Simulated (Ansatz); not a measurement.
AlI$_{3}$, charge -1, doublet, at a GFN2-xTB geometry (such geometries of metal compounds can be far from the true shape) (a state made from the parent by changing its charge; the spin is typed, not shown lowest) (all electrons, no relativity) (a gas-phase anion, which may not be bound at this level); WB97M-V/STO-3G (Ansatz, an electronic-structure program).

Input for Ansatz:
Ansatz 0.2 input:
```yaml
crystal:
  periodic: [false, false, false]
  atoms:
    - {symbol: Al, position_ang: [-0.00005548, -0.01804802, 0.00950175]}
    - {symbol: I, position_ang: [-2.21432464, -1.52782833, -0.06927200]}
    - {symbol: I, position_ang: [0.00722505, 2.35047760, -1.23745696]}
    - {symbol: I, position_ang: [2.20711320, -0.81822240, 1.30439834]}
basis:
  gaussian:
    orbitals: STO-3G
hamiltonian:
  xc: {name: wB97M-V}
total_charge: -1
magnetization: {spin_polarized: true, initial_magnetization: 1}
```

It wrote (shortened):

```
Functional definition: wB97M-V
938 factors; integrals over basis functions are off by at most 1.6e-5 eV
208 factors; integrals over basis functions are off by at most 3.9e-7 eV
mean field evaluation 1: about -565953.9423 eV, gradient 1.4e1 eV
mean field evaluation 2: about -565955.9533 eV, gradient 4.9e0 eV
mean field evaluation 4: about -565956.1221 eV, gradient 1.9e-1 eV
mean field evaluation 8: about -565956.1406 eV, gradient 4.5e-3 eV
mean field -565956.14060096 eV, -20798.5045482350 hartree, gradient 3.4e-5 eV, S^2 0.751050; 0 other end points of the search recorded, 0 dependent functions left out
reference -565956.14062892 eV, -20798.5045492626 hartree; 87, 86 occupied and 3, 4 virtual orbitals, 938 factors
Total energy: -565956.14062892 eV, -20798.5045492626 hartree
```
